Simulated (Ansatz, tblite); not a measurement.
Cost and result up the ladder for Al₅As₅⁻ (10 atoms). Total charge -1; doublet. Geometry: r2SCAN-D4/def2-SVP.

```
atom   x (Å)   y (Å)   z (Å)
 Al1   2.451  -0.274   0.375
 Al2   0.753  -1.195  -1.774
 Al3   0.606   0.872   2.260
 Al4  -1.717   0.098  -1.745
 Al5  -1.970   0.514   1.001
 As6   2.707   1.630   1.663
 As7  -0.596  -0.754  -3.596
 As8  -3.490   1.110  -0.631
 As9   2.613  -2.232  -0.796
As10  -1.357   0.229   3.244
```

Ansatz on 4 threads of Intel Xeon Platinum 8488C on a shared host; xTB runs through tblite on one thread. Times are rough, summed over both states, and most runs start from the orbitals of an earlier one. PBE0-D4/def2-SVP serves as the yardstick here, not as an exact answer. The other state is a singlet.

The xTB rows come from tblite. The structure comes from a short search, and lower isomers may exist.

Raw xTB energies of ions are shifted by several eV, and xTB has no spin-polarisation term.

| level | functions | wall time |
| --- | --- | --- |
| GFN1-xTB | 90 | 0.078 s |
| GFN2-xTB | 90 | 0.16 s |
| PBE-D4/def2-SVP | 250 | 12 s |
| PBE0-D4/def2-SVP (with forces) | 250 | 42 s |

**Question.** Estimate what each level gives for the vertical IE (eV).

**Answer.** 
| level | vertical IE (eV) | difference from PBE0-D4/def2-SVP (eV) |
| --- | --- | --- |
| GFN1-xTB | 4.78 | 1.51 |
| GFN2-xTB | 5.17 | 1.90 |
| PBE-D4/def2-SVP | 3.05 | -0.21 |
| PBE0-D4/def2-SVP (with forces) | 3.27 | 0.00 |
